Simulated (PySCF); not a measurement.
# O⁺: ionisation energy

O⁺ [He] 2s2 2p3 (4S) → O²⁺ [He] 2s2 2p2 (3P), as a difference of total energies. All numbers are calculated (PySCF 2.14, no relativity, point nucleus, in cc-pVTZ). Correlated levels: valence: 1s2 frozen. The calculations carry no spin-orbit coupling.

```
           method  ionisation energy (eV)
              UHF                  34.568
             PBE0                  35.310
             BP86                  35.276
    MP2 (valence)                  35.190
SCS-MP2 (valence)                  34.934
   CCSD (valence)                  35.010
CCSD(T) (valence)                  35.018
```

Errors of the correlated levels include the incompleteness of this basis and the frozen core.

Task: Which method comes closest to the reference value, and which is furthest?

Result: The reference is 35.121 eV (measured; NIST Atomic Spectra Database, ionization energies). Closest: MP2 (valence) (error 0.069 eV); furthest: UHF (error -0.553 eV).
